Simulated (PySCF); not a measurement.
A side-by-side comparison of computed properties.

First species: C5H6SSi.
Cartesian coordinates in Å at the GFN2-xTB level; atoms count from 1:
```
atom  x, y, z in Å
C1    -1.067    2.229    0.429
C2    -0.921    1.336   -0.354
C3    -0.685    0.245   -1.269
C4    -1.191   -1.002   -0.746
C5    -1.562   -2.045   -0.291
S6     1.138    0.100   -1.664
Si7    2.003   -0.291    0.256
H8    -1.224    3.023    1.097
H9    -1.136    0.460   -2.244
H10   -1.914   -2.958    0.089
H11    3.408   -0.434   -0.083
H12    1.737    0.851    1.120
H13    1.411   -1.513    0.784
```

Second species: C5H6SSi.
Structure used (GFN2-xTB), in Å, numbered top down from 1:
```
atom  x, y, z in Å
C1     3.4459    0.2748    0.5879
C2     2.2682    0.1595    0.3800
C3     0.8884    0.0196    0.1428
C4     0.0397    1.0522   -0.0291
Si5   -1.7423    0.5968   -0.3095
C6    -1.4618   -1.2990   -0.2222
S7     0.3017   -1.6397    0.0842
H8     4.4734    0.3846    0.7681
H9     0.4299    2.0570    0.0096
H10   -2.2643    0.9617   -1.6293
H11   -2.6502    1.0168    0.7622
H12   -2.0137   -1.7748    0.5849
H13   -1.7194   -1.8090   -1.1472
```

Levels: B3LYP/def2-SVPD for dipole moment, HOMO energy, LUMO energy, HOMO–LUMO gap, static isotropic polarisability and electronic spatial extent ⟨r²⟩ about the centre of nuclear charge; TDDFT B3LYP/def2-SVPD for lowest singlet excitation; TDA B3LYP/def2-SVPD for lowest triplet excitation (Tamm–Dancoff); GFN2-xTB for rotational constant A and rotational constant C. Geometries: GFN2-xTB. Each structure is a single optimised conformer of the isolated species, non-relativistic unless stated; the electronic structure was computed with PySCF and density fitting.

The conformers computed, where there is a choice (atom-mapped SMILES and torsion angles):
- `[CH:1]#[C:2][CH:3]([C:4]#[CH:5])[S:6][SiH3:7]`: C2–C3–S6–Si7 61°

```json
{"property": "dipole moment", "column X": "1.08 D", "column Y": "1.24 D"}
{"property": "HOMO energy", "column X": "-6.10 eV", "column Y": "-6.85 eV"}
{"property": "LUMO energy", "column X": "-1.54 eV", "column Y": "-0.94 eV"}
{"property": "HOMO–LUMO gap", "column X": "4.56 eV", "column Y": "5.91 eV"}
{"property": "lowest singlet excitation", "column X": "4.09 eV", "column Y": "4.83 eV"}
{"property": "lowest triplet excitation (Tamm–Dancoff)", "column X": "2.84 eV", "column Y": "4.25 eV"}
{"property": "static isotropic polarisability", "column X": "106.2 au", "column Y": "102.7 au"}
{"property": "electronic spatial extent ⟨r²⟩ about the centre of nuclear charge", "column X": "1146 bohr²", "column Y": "1115 bohr²"}
{"property": "rotational constant A", "column X": "3.617 GHz", "column Y": "1.978 GHz"}
{"property": "rotational constant C", "column X": "0.992 GHz", "column Y": "1.214 GHz"}
```

**Question.** Which column belongs to which species?

**Answer.** Column X is the second species and column Y the first. The first has 13 atoms and 66 electrons, the second 13 and 66.

**Question.** How does each property change from the first species to the second?

**Answer.** dipole moment -0.16 D; HOMO energy +0.75 eV; LUMO energy -0.60 eV; HOMO–LUMO gap -1.35 eV; lowest singlet excitation -0.74 eV; lowest triplet excitation (Tamm–Dancoff) -1.41 eV; static isotropic polarisability +3.5 au; electronic spatial extent ⟨r²⟩ about the centre of nuclear charge +31 bohr²; rotational constant A +1.639 GHz; rotational constant C -0.222 GHz.

On the first: In atomic units the dipole is 0.49 e·bohr (1 au = 2.5417 D). No computed singlet falls in the visible range (750 to 380 nm, 1.65 to 3.26 eV); S1 lies 1.57 eV above its blue end.

On the second: No computed singlet falls in the visible range (750 to 380 nm, 1.65 to 3.26 eV); S1 lies 0.83 eV above its blue end. The principal polarisabilities are 70.3, 100.9 and 147.5 au; their mean is the isotropic value.
